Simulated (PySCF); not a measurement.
**Computed spin Hamiltonian**

Compound: C8H9O (doublet state).
Z-matrix (Å and degrees, GFN2-xTB geometry), rows numbered from 1:
```
C 
C   1  1.3625
C   2  1.4140  1  130.76
C   3  1.3924  2  106.64  1   179.93
C   4  1.3783  3  106.97  2    -0.35
C   5  1.4891  4  130.68  3   177.31
C   6  1.5045  5  109.51  4   -81.97
C   7  1.3188  6  124.24  5   117.13
O   5  1.3515  4  110.44  3     0.50
H   1  1.0719  2  120.05  3     0.04
H   1  1.0726  2  121.03  3  -179.82
H   3  1.0701  2  125.38  1     0.01
H   4  1.0717  3  127.38  2   179.93
H   6  1.0928  5  108.65  4   158.50
H   6  1.0913  5  109.80  4    38.81
H   7  1.0816  6  114.95  5   -61.47
H   8  1.0765  7  121.96  6  -179.48
H   8  1.0778  7  121.80  6     1.16
```

The hyperfine couplings belong to this conformer and change with its torsions.

Identity: `[CH2]c1ccc(CC=C)o1` [radical].

Level of theory: UKS B3LYP, pcH-1 on C H O, non-relativistic, mean-field spin-orbit, GIAO (PySCF 2.14.0). One conformer (not necessarily the lowest) at the GFN2-xTB geometry, without solvent, vibrations or thermal averaging. A GFN2-xTB geometry isn't a minimum of the functional, and hyperfine couplings can be far from their values at a DFT geometry. No stability test was run, so a lower SCF solution isn't excluded. ⟨S²⟩ is 0.776 where a pure state has 0.75.

* g1, g2, g3: 2.00216, 2.00270, 2.00326
* g_iso: 2.00271
* Form of g: rhombic: the two nearest values differ by 49 % of g3 − g1
* ⟨S²⟩: 0.7760 (exact 0.7500)
* α and β electrons: 33, 32

Isotropic coupling and dipolar principal values T1 to T3, in mT; ρ(0) is the spin density at the nucleus (MHz turned into mT with g_iso):

```tsv
atom	isotope	a_iso	T1	T2	T3	Mulliken spin population	ρ(0) (bohr⁻³)
C1	13C	1.72	-1.70	-1.66	3.36	0.63	0.0429
C2	13C	-1.47	-0.82	0.33	0.49	-0.19	-0.0366
C3	13C	1.23	-1.11	-1.10	2.21	0.39	0.0307
C4	13C	-0.92	-0.49	0.23	0.26	-0.13	-0.0229
C5	13C	1.19	-1.11	-1.07	2.18	0.34	0.0297
C6	13C	-0.41	-0.03	0.01	0.02	-0.02	-0.0101
C7	13C	0.97	-0.10	-0.05	0.15	0.01	0.0242
C8	13C	0.04	-0.06	-0.04	0.09	0.02	0.0010
O9	17O	-0.13	-0.49	0.21	0.28	0.03	0.0061
H10	1H	-1.33	-0.77	-0.03	0.79	-0.03	-0.0083
H11	1H	-1.36	-0.80	-0.01	0.81	-0.03	-0.0085
H12	1H	-0.93	-0.50	-0.04	0.54	-0.02	-0.0058
H13	1H	0.18	-0.10	0.01	0.09	0.00	0.0011
H14	1H	0.32	-0.07	-0.06	0.13	0.00	0.0020
H15	1H	0.56	-0.07	-0.07	0.14	0.01	0.0035
H16	1H	-0.03	-0.07	-0.03	0.09	0.00	-0.0002
H17	1H	0.01	-0.03	-0.02	0.05	0.00	0.0001
H18	1H	-0.03	-0.02	-0.01	0.04	0.00	-0.0002
```

The largest Mulliken spin populations are on C1 (+0.63), C3 (+0.39), C5 (+0.34) and C2 (-0.19). Three atoms exceed +0.15. The positive populations add up to 1.42 and the negative ones to -0.42, together 2S = 1. The angles at C1 add up to 360.0°, so it is planar.

Axes: g2 points within 4° of the C5–O9 bond and g3 points within 3° of the C3–H12 bond.

Under fast tumbling the dipolar parts average out, and these isotropic splittings remain: 1 × 1H (H11, I = 1/2, 2 lines) with 1.36 mT, 1 × 1H (H10, I = 1/2, 2 lines) with 1.33 mT, 1 × 1H (H12, I = 1/2, 2 lines) with 0.93 mT, 2 × 1H (H14/H15, I = 1/2, 3 lines) with 0.44 mT, 1 × 1H (H13, I = 1/2, 2 lines) with 0.18 mT and 1 × 1H (H16, I = 1/2, 2 lines) with 0.03 mT.

Nuclei that the bonding pattern makes equivalent are averaged, as if the motion that swaps them (rotation, inversion, ring flip) were fast. H10 and H11 aren't averaged: C1 is flat or nearly so (angle sum 360°), and its turn about the short C1–C2 bond (1.36 Å) is taken as slow. The 1H value of +12.3 MHz is a mean of couplings from 9.0 to 15.6 MHz in this one geometry, not an average over conformers.

The 13C coupling of C1 (48.3 MHz) shows only in satellite lines or after enrichment, since that isotope makes up about 1.07 % of natural carbon.

Examples of negative spin density at the nucleus (bohr⁻³): C2 (-0.0366), C4 (-0.0229) and C6 (-0.0101).

Time: 1.7 min (with the writing of density and orbital grids); peak memory 1.1 GiB. Hardware: one thread, Arm Neoverse V1 (aarch64), shared host.
